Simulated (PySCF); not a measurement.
Si(H)(SH)3 (H4S3Si), SMILES S[SiH](S)S. Atoms are numbered in the order given.

```xyz
8

Si    -0.3800     0.3213     0.1843
S     -0.8358    -0.5968    -1.6918
S     -0.0455    -1.2988     1.5482
S      1.2819     1.6261    -0.1218
H     -1.4448     1.2190     0.7098
H     -1.6623    -1.5264    -1.1596
H     -0.0899    -0.5157     2.6502
H      2.1074     0.6383    -0.5350
```
Charge 0, spin multiplicity 1.

Geometry optimised at PBE0-D3(BJ)/def2-SVP. Other conformers were not sampled.

All values below come from ωB97X/def2-TZVP in PySCF.

Gas-phase values at a fixed geometry.

```yaml
total_energy: -1486.60387 hartree
highest_occupied_level: -9.91 eV
lowest_empty_level: 1.74 eV
orbital_gap: 11.64 eV
dipole_moment: 1.08 D
quadrupole, principal values (traceless, Buckingham form, about the centre of nuclear charge): -5.55, 1.24, 4.32 D·Å
mean_static_polarisability: 80.2 bohr³ (11.89 Å³)
polarisability_principal_values: 65.9, 85.5, 89.3 bohr³
```
